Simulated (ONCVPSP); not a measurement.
An odd input for ONCVPSP 4.0.1 (Pd)

Command:

```bash
oncvpsp.x < Pd.dat > Pd.out
```

Input:

```
# ATOM AND REFERENCE CONFIGURATION
# atsym  z   nc   nv     iexc    psfile
  Pd 46.00    6    3        4      upf
#
#   n    l    f
    1    0    2.00
    2    0    2.00
    2    1    6.00
    3    0    2.00
    3    1    6.00
    3    2   10.00
    4    0    2.00
    4    1    6.00
    4    2   10.00
#
# PSEUDOPOTENTIAL AND OPTIMIZATION
# lmax
    2
#
#   l,   rc,      ep,       ncon, nbas, qcut
    0    1.45    0.00    4    7    9.80
    1    1.55    0.00    4    7    8.60
    2    1.20    0.00    4    7    9.20
#
# LOCAL POTENTIAL
# lloc, lpopt,  rc(5),   dvloc0
    2    5    1.20    0.00
#
# VANDERBILT-KLEINMAN-BYLANDER PROJECTORs
# l, nproj, debl
    0    2    3.20
    1    2    2.70
    2    0    1.10
#
# MODEL CORE CHARGE
# icmod, fcfact, rcfact
    0    0.00    0.00
#
# LOG DERIVATIVE ANALYSIS
# epsh1, epsh2, depsh
   -5.00    5.00    0.04
#
# OUTPUT GRID
# rlmax, drl
    1.00    0.01
#
# TEST CONFIGURATIONS
# ncnf
    4
# nvcnf
#   n    l    f
    3
    4    0    2.00
    4    1    6.00
    4    2    9.00
#
    3
    4    0    2.00
    4    1    6.00
    4    2    8.00
#
    3
    4    0    2.00
    4    1    6.00
    4    2    7.00
#
    3
    4    0    1.00
    4    1    6.00
    4    2   10.00
#
```

This is an input that runs to its end, with one change: rlmax set to 1 bohr.

How does the run end?

The program refuses the input: "test_data: must have rlmax>rcmax".

```
ONCVPSP  (Optimized Norm-Conservinng Vanderbilt PSeudopotential)
scalar-relativistic version 4.0.1

test_data: must have rlmax>rcmax
ERROR: test_data found   1 ERROR; stopping
```
